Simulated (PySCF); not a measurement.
Telling isomers of C7H9NO apart by NMR

[PySCF 2.14.0 with density-fitted response routines: σ from GIAO-PBE0/pcSseg-1; geometry: GFN2-xTB; a single conformation; one averaged value for each set of equivalent atoms; in vacuum; non-relativistic]

References, each an isolated molecule treated in the same way: TMS for 1H (σ = 31.72 ppm), 13C (σ = 186.93 ppm). Where no couplings were computed, multiplicities follow the n + 1 count of equivalent neighbours, and m marks all less simple cases (inequivalent or close neighbours, rings, F or P nearby). Acid and N–H amide carbonyl carbons lie up to 10 ppm further downfield in solution (hydrogen bonding). Shifts are as computed. Against solution values, carbons near 30 ppm lie about +3 ppm off and those near 130 ppm about +5 ppm. Of 1211 compounds with measured shifts, 218 miss one by over three times the rms of a fit or turn the order of signals round; such compounds aren't used in these exercises. Groups on amide-type nitrogens are kept apart (slow C–N rotation). OH and NH positions are gas-phase values without hydrogen bonding to other molecules.

(1) Tabulate the signals of `NC(=O)C1=CCCC=C1`, `CCOc1cccnc1`, `c1ccn([C@@H]2CCO2)c1` and their relative energies.

(2) What is the quickest way to tell NC(=O)C1=CCCC=C1 from CCOc1cccnc1?

(3) What is the quickest way to tell CCOc1cccnc1 from c1ccn([C@@H]2CCO2)c1?

(4) What is the quickest way to tell NC(=O)C1=CCCC=C1 from c1ccn([C@@H]2CCO2)c1?

Results:

(1) 
```tsv
SMILES	carbon types	δC	δH	E rel. (kcal/mol)
NC(=O)C1=CCCC=C1	2×C 3×CH 2×CH2	168.3, 144.7, 136.9, 135.7, 129.7, 26.4, 25.3	7.18 (t, 1H), 6.33 (m, 1H), 6.21 (m, 1H), 4.93 (br, 1H), 4.54 (br, 1H), 2.39 (m, 2H), 2.22 (m, 2H)	0.0
CCOc1cccnc1	1×C 4×CH 1×CH2 1×CH3	161.3, 147.8, 136.3, 130.5, 128.8, 65.7, 17.7	8.56 (d, 1H), 8.40 (s, 1H), 7.50 (m, 1H), 7.39 (m, 1H), 4.07 (q, 2H), 1.55 (t, 3H)	5.6
c1ccn([C@@H]2CCO2)c1	5×CH 2×CH2	121.4, 115.3, 90.9, 67.5, 36.0	6.90 (m, 2H), 6.46 (m, 2H), 6.00 (m, 1H), 4.80 (m, 1H), 4.78 (m, 1H), 3.16 (m, 1H), 2.85 (m, 1H)	26.4
```

Energies are electronic energies at PBE0/pcSseg-1 on these geometries, without zero-point or thermal terms, each for the one conformer computed, which needn't be the lowest.

(2) Both give the same number of carbon signals, but DEPT or the intensities differ. The first has an allylic sp3 CH2 at 25.3 ppm, the second a methyl carbon (CH3) at 17.7 ppm. Their most deshielded carbons lie at 168.3 and 161.3 ppm. In the proton spectra the most deshielded non-exchanging signals are 7.18 (t, 1H) and 8.56 (d, 1H).

(3) Count the carbon signals: 7 against 5. The first has an aromatic carbon bearing oxygen (C) at 161.3 ppm, the second an sp3 CH bonded to N and O at 90.9 ppm. Their most deshielded carbons lie at 161.3 and 121.4 ppm. In the proton spectra the most deshielded non-exchanging signals are 8.56 (d, 1H) and 6.90 (m, 2H).

(4) Count the carbon signals: 7 against 5. The first has an amide carbonyl carbon (C) at 168.3 ppm, the second an sp3 CH2 bonded to O at 67.5 ppm. Their most deshielded carbons lie at 168.3 and 121.4 ppm.
